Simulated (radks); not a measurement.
Values are calculated unless marked as measured or tabulated.
Ionisation of As, [Ar] 3d10 4s2 4p3, to As+, [Ar] 3d10 4s2 4p2, under several functionals. Scalar-relativistic Kohn-Sham, spin-unpolarised, spherical densities, finite nucleus; a radial shooting solver on a logarithmic mesh with Libxc functionals.

functional         E(As) (hartree)  Exc (hartree)  IE (eV)  -e(HOMO) (eV)  <r> HOMO (bohr)  IE error (eV)
PBEsol                 -2259.19171      -81.97993    9.158          5.197            2.546         -0.630
exchange-only LDA      -2254.78308      -77.49078    8.190          4.293            2.600         -1.599
SCAN                   -2261.36550      -84.15623    9.270          5.332            2.527         -0.518
revPBE                 -2260.95617      -83.77473    9.105          5.155            2.554         -0.683
AM05                   -2257.90423      -80.67664    9.118          5.156            2.546         -0.670
PBE                    -2260.79156      -83.60542    9.149          5.195            2.555         -0.639
SOGGA                  -2258.94724      -81.73329    9.067          5.112            2.548         -0.722
XLYP                   -2261.52773      -84.34517    9.057          5.093            2.571         -0.732
PW91                   -2261.28744      -84.11212    9.207          5.243            2.552         -0.581

NIST Atomic Spectra Database: 9.789 eV (measured). Closest: SCAN. The Delta-SCF values span 1.08 eV, the total energies 6.74 hartree. The highest occupied level is 4p. Spin polarisation and multiplet splitting are left out, so open shells lie too high by an amount that depends on their filling.

Beside tabulated values, note that spin-unpolarised runs miss the spin-polarisation part of the exchange energy of open shells.
